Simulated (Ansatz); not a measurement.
AsH4NTe (`N[AsH][TeH]`). The species carries charge 0 and has multiplicity 1. Te: def2 effective core potential. Geometry: relaxed with PBE0-D4/def2-TZVP. It is one conformer, not always the lowest.

```xyz
7

N    -0.173   -0.242   -1.268
As    0.951   -0.007    0.177
Te   -0.759    0.201    2.096
H     0.325   -0.598   -2.073
H    -0.744    0.549   -1.529
H     1.082    1.522    0.182
H    -0.680   -1.424    2.415
```

**Question.** What is the dipole moment at PBE/def2-TZVPP? (Estimate.)

**Answer.** Ansatz gave: 1.82 D, with components (0.45, 0.58, -1.66) D in this frame, pointing from negative to positive charge.

**Question.** And with r2SCAN, B3LYP, ωB97M-V? (Best estimate.)

**Answer.** The calculation gave: r2SCAN 1.85 D, B3LYP 1.81 D, ωB97M-V 1.85 D.

**Question.** Give the Mulliken charges with PBE, B3LYP, ωB97M-V in def2-TZVPP. (An estimate is asked.)

**Answer.** The calculation gave: 
| atom | PBE | B3LYP | ωB97M-V |
| --- | --- | --- | --- |
| N1 | -0.38 | -0.39 | -0.35 |
| As2 | 0.16 | 0.21 | 0.17 |
| Te3 | -0.07 | -0.05 | -0.07 |
| H4 | 0.15 | 0.13 | 0.11 |
| H5 | 0.16 | 0.14 | 0.13 |
| H6 | -0.01 | -0.02 | 0.02 |
| H7 | -0.01 | -0.02 | 0.00 |

B3LYP here is the variant with VWN-RPA as its local correlation; programs differ in this.
